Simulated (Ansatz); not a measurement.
Molecule: C2H7Si, net charge 0, doublet state. It need not be the lowest isomer of its formula. SMILES: C[SiH]C
Geometry: optimised at B3LYP-D3(BJ)/def2-TZVP (Ansatz, a quantum-chemistry and plane-wave program).

Wanted: atomisation energy (electronic, to ground-state atoms); the coupled-cluster value holds the core correlation from cc-pwCVTZ, in kJ/mol. Correlated levels leave the core frozen unless marked. UHF or UKS for open shells. Spin-orbit coupling is left out. Non-relativistic. CBS marks a two-point X^-3 extrapolation of the correlation energy; Hartree-Fock from the larger set (for Q and 5 zeta extrapolated as (X+1)exp(-9√X)).

Level to compare with: CCSD(T)/CBS(cc-pV(Q+d)Z,cc-pV(5+d)Z) plus the core term (Ansatz), 3497.5 kJ/mol. It is a level with limits of its own, and the differences hold the functionals' basis error too.

Q: Rank these functionals by how close they come to CCSD(T)/CBS(cc-pV(Q+d)Z,cc-pV(5+d)Z), closest first: HSE06/def2-TZVPD (Ansatz); wB97X-V/def2-TZVPD (Ansatz); SVWN5/def2-TZVPD (Ansatz).

A: wB97X-V/def2-TZVPD (range-separated hybrid with VV10, 3498.5 kJ/mol, difference 1.0), HSE06/def2-TZVPD (screened hybrid, 3489.5 kJ/mol, difference -8.0), SVWN5/def2-TZVPD (LDA, 3897.5 kJ/mol, difference 400.0)
